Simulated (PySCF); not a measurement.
# Spin-rotation constants: `Cl/C=C(\C(NC=C)=O)C#N`, C6H5ClN2O

Cartesian coordinates in Å; atom numbers follow the order of the lines, from 1:
```xyz
15

C     2.846   -0.277   -0.229
C     2.012    0.742   -0.085
N     0.617    0.686   -0.118
C    -0.154   -0.421   -0.302
O     0.268   -1.542   -0.468
C    -1.630   -0.118   -0.282
C    -2.035    1.219   -0.084
N    -2.321    2.319    0.079
C    -2.588   -1.052   -0.442
Cl   -2.306   -2.697   -0.689
H     2.502   -1.281   -0.392
H     3.907   -0.113   -0.184
H     2.374    1.748    0.079
H     0.139    1.568    0.009
H    -3.635   -0.774   -0.418
```

Computed, not measured: GIAO wB97X-D/pcSseg-1 magnetisability, rotational g tensor and spin-rotation constants, non-relativistic, gas phase in PySCF. Geometry: GFN2-xTB.

Give the nuclear spin-rotation constants along the inertial axes (H = +C I·J) beside the isotropic shieldings.

Rotational constants 1.4959, 0.8517, 0.5427 GHz. A star marks the isotopologue with that one atom substituted, in its own axes.
| atom | isotope | Caa (kHz) | Cbb (kHz) | Ccc (kHz) | mean (kHz) | σ (ppm) |
| --- | --- | --- | --- | --- | --- | --- |
| N3 | 14N | 0.116 | 0.123 | 0.031 | 0.090 | 113.3 |
| N8 | 14N | 0.312 | 0.053 | 0.130 | 0.165 | -60.5 |
| Cl10 | 35Cl | 0.669 | 0.232 | 0.084 | 0.329 | 654.4 |
| H11 | 1H | 0.010 | -0.002 | -0.055 | -0.016 | 24.8 |
| H12 | 1H | 0.109 | -0.072 | -0.065 | -0.010 | 26.7 |
| H13 | 1H | 0.033 | -0.028 | -0.061 | -0.018 | 25.7 |
| H14 | 1H | -0.135 | 0.072 | -0.070 | -0.044 | 24.6 |
| H15 | 1H | 0.018 | -0.012 | -0.059 | -0.018 | 24.2 |
| C1 | 13C* | 0.672 | 0.238 | 0.063 | 0.324 | 76.1 |
| C2 | 13C* | 0.745 | 0.247 | 0.089 | 0.360 | 52.3 |
| C4 | 13C* | 0.763 | 0.283 | 0.126 | 0.391 | 25.4 |
| O5 | 17O* | -0.769 | -0.581 | -0.005 | -0.452 | -91.0 |
| C6 | 13C* | 0.384 | 0.397 | 0.081 | 0.287 | 70.6 |
| C7 | 13C* | 0.624 | 0.016 | 0.247 | 0.296 | 65.4 |
| C9 | 13C* | 0.592 | 0.458 | 0.091 | 0.381 | 19.1 |

For the geometry as given, no vibrational averaging.
